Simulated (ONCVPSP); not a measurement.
## Pseudopotential generation for phosphorus: ONCV, LDA (Perdew-Wang 92), scalar-relativistic.

The input file (ONCVPSP 4.0.1):

```
# ATOM AND REFERENCE CONFIGURATION
# atsym  z   nc   nv     iexc    psfile
  P 15.00    3    2  -001012      upf
#
#   n    l    f
    1    0    2.00
    2    0    2.00
    2    1    6.00
    3    0    2.00
    3    1    3.00
#
# PSEUDOPOTENTIAL AND OPTIMIZATION
# lmax
    2
#
#   l,   rc,      ep,       ncon, nbas, qcut
    0    1.35    0.00    4    9    6.00
    1    1.30    0.00    4    8    5.40
    2    1.30    0.22    4    9    8.10
#
# LOCAL POTENTIAL
# lloc, lpopt,  rc(5),   dvloc0
    1    5    1.30    0.00
#
# VANDERBILT-KLEINMAN-BYLANDER PROJECTORs
# l, nproj, debl
    0    1    3.70
    1    0    0.50
    2    2    3.90
#
# MODEL CORE CHARGE
# icmod, fcfact, rcfact
    3    3.75    1.05
#
# LOG DERIVATIVE ANALYSIS
# epsh1, epsh2, depsh
   -2.00    5.00    0.02
#
# OUTPUT GRID
# rlmax, drl
    6.00    0.01
#
# TEST CONFIGURATIONS
# ncnf
    4
# nvcnf
#   n    l    f
    2
    3    0    2.00
    3    1    2.00
#
    2
    3    0    2.00
    3    1    1.00
#
    2
    3    0    2.00
    3    1    0.00
#
    2
    3    0    1.00
    3    1    0.00
#
```

Command:

```bash
oncvpsp.x < P.dat > P.out
```

Resulting log (shortened: citation, most of the input echo, consistency checks and plot data are left out):

```
ONCVPSP  (Optimized Norm-Conservinng Vanderbilt PSeudopotential)
scalar-relativistic version 4.0.1

#   n    l    f        energy (Ha)
    1    0    2.00    -7.6293864E+01
    2    0    2.00    -6.3630301E+00
    2    1    6.00    -4.5759359E+00
    3    0    2.00    -5.1509877E-01
    3    1    3.00    -2.0567720E-01

Reference configufation results
  iterations    23
  all-electron total energy (Ha)   -3.40788524D+02

Begin loop to  construct optimized pseudo wave functions
and semi-local pseudopoentials for all angular momenta

Calculating optimized projector #   1

 for l=   0

    Fraction of norm inside rc  0.232670
    Optimizing pswf for qcut=   6.00 a_B^-1,  ecut=  18.00 Ha
    Residual kinetic energy error=  8.98D-05 Ha

    Energy error per electron        Cutoff
         Ha          eV             Ha
         0.01000     0.27211        7.25
         0.00100     0.02721       10.60
         0.00010     0.00272       14.91
         0.00001     0.00027      122.76

Calculating optimized projector #   1

 for l=   1

    Fraction of norm inside rc  0.120348
    Optimizing pswf for qcut=   5.39 a_B^-1,  ecut=  14.51 Ha
    Residual kinetic energy error=  1.09D-03 Ha

    Energy error per electron        Cutoff
         Ha          eV             Ha
         0.01000     0.27211        3.19
         0.00100     0.02721       16.31
         0.00010     0.00272      110.17
         0.00001     0.00027      131.32

   Wellstate for l =  2  n =  3
     eigenvalue =   0.2200
     asymptotic potential =   0.7200
     half-point radius =  5.5128

   Wellstate for l =  2  n =  5
     eigenvalue =   4.1200
     asymptotic potential =   4.6200
     half-point radius =  2.8151

Calculating optimized projector #   1

 for l=   2

    Fraction of norm inside rc  0.057870
    Optimizing pswf for qcut=   8.11 a_B^-1,  ecut=  32.90 Ha
    Residual kinetic energy error=  3.01D-05 Ha

    Energy error per electron        Cutoff
         Ha          eV             Ha
         0.01000     0.27211       11.90
         0.00100     0.02721       21.35
         0.00010     0.00272       29.10
         0.00001     0.00027       66.14

Calculating optimized projector #   2

 for l=   2

    Fraction of norm inside rc  0.126793
    Optimizing pswf for qcut=   8.11 a_B^-1,  ecut=  32.90 Ha
    Residual kinetic energy error=  2.28D-03 Ha

    Energy error per electron        Cutoff
         Ha          eV             Ha
         0.01000     0.27211       27.38
         0.00100     0.02721       36.35
         0.00010     0.00272      119.52
         0.00001     0.00027      216.27

Construct Vanderbilt / Kleinmman-Bylander projectors

B matrix Hermiticity error, ll=   2
   1   2   -7.9181E-05

  Orthonormal projector coefficients -6.6882E+00 -2.1276E+00

Model core correction analysis
  based on d2Exc/dn_idn_j

d2excae - all-electron derivatives

   -3.382172D-02   -2.742745D-02
   -2.742857D-02   -2.592265D-02

d2excps - pseudofunction derivatives with no core correction

   -3.894118D-02   -3.052537D-02
   -3.052763D-02   -2.776933D-02

rms 2nd derivative error    3.493577E-03

rmatch, rhocmatch    1.0471    1.1761

Teter function model core charge with specified parameters

d2excps - pseudofunction derivatives with core correction

   -3.750780D-02   -2.963985D-02
   -2.964168D-02   -2.721661D-02

rms 2nd derivative error    2.502703E-03

Pseudoatom total energy   -6.428299

Diagnostic tests using Vanderbilt-Kleinman-Bylander pseudopotentials
  1 or more projectors used as specified by nproj input data

   l    rcore       rmatch      e in        delta e   norm test  slope test

   0   1.3542428   1.3953606  -0.5150988  -0.0000015   1.0000025   0.9999864

   1   1.3064977   1.3461658  -0.2056772   0.0000047   1.0000136   1.0000125

   2   1.3064977   1.3461658   0.2200000   0.0000200   1.0000672   1.0000672
   2   1.3064977   1.3461658   4.1200000  -0.0000005   1.0001938   1.0001938

 Testing for bound ghosts
   n   l    E NL Schr. Eq   E Basis Diag.   E Cutoff

   1   0       -0.515100       -0.492659    141.73

 Testing for highly-localized positive-energy ghosts
       l    <radius>/rc     E Basis Diag.   E Cutoff

Test configuration 0

   n   l     f        eae           eps        diff
   1   0  2.0000  -76.29386425
   2   0  2.0000   -6.36303011
   2   1  6.0000   -4.57593588
   3   0  2.0000   -0.51509877   -0.51510024   -1.47D-06
   3   1  3.0000   -0.20567720   -0.20567252    4.68D-06

    Total energies and differences
      AE_ref= -3.40788524D+02  AE_tst= -3.40788524D+02  dif=  0.00D+00
      PS_ref= -6.42829913D+00  PS_tst= -6.42829913D+00  dif=  1.78D-15
      PSP excitation error= -1.78D-15

Test configuration 1

   n   l     f        eae           eps        diff
   1   0  2.0000  -76.69251467
   2   0  2.0000   -6.75345393
   2   1  6.0000   -4.96718825
   3   0  2.0000   -0.85702788   -0.85645083    5.77D-04
   3   1  2.0000   -0.52553780   -0.52513800    4.00D-04

    Total energies and differences
      AE_ref= -3.40788524D+02  AE_tst= -3.40427834D+02  dif=  3.61D-01
      PS_ref= -6.42829913D+00  PS_tst= -6.06774086D+00  dif=  3.61D-01
      PSP excitation error=  1.32D-04

Test configuration 2

   n   l     f        eae           eps        diff
   1   0  2.0000  -77.18409326
   2   0  2.0000   -7.22761437
   2   1  6.0000   -5.44299769
   3   0  2.0000   -1.24992856   -1.24773307    2.20D-03
   3   1  1.0000   -0.89633635   -0.89469690    1.64D-03

    Total energies and differences
      AE_ref= -3.40788524D+02  AE_tst= -3.39720632D+02  dif=  1.07D+00
      PS_ref= -6.42829913D+00  PS_tst= -5.36142526D+00  dif=  1.07D+00
      PSP excitation error=  1.02D-03

Test configuration 3

   n   l     f        eae           eps        diff
   1   0  2.0000  -77.75925623
   2   0  2.0000   -7.77448493
   2   1  6.0000   -5.99247477
   3   0  2.0000   -1.68103356   -1.67538628    5.65D-03

    Total energies and differences
      AE_ref= -3.40788524D+02  AE_tst= -3.38622218D+02  dif=  2.17D+00
      PS_ref= -6.42829913D+00  PS_tst= -4.26581171D+00  dif=  2.16D+00
      PSP excitation error=  3.82D-03

Test configuration 4

   n   l     f        eae           eps        diff
   1   0  2.0000  -78.44714326
   2   0  2.0000   -8.42488317
   2   1  6.0000   -6.64522743
   3   0  1.0000   -2.15623890   -2.14103391    1.52D-02

    Total energies and differences
      AE_ref= -3.40788524D+02  AE_tst= -3.36704463D+02  dif=  4.08D+00
      PS_ref= -6.42829913D+00  PS_tst= -2.35772948D+00  dif=  4.07D+00
      PSP excitation error=  1.35D-02
```

The run took about 3.7 s on one core of a shared server CPU.
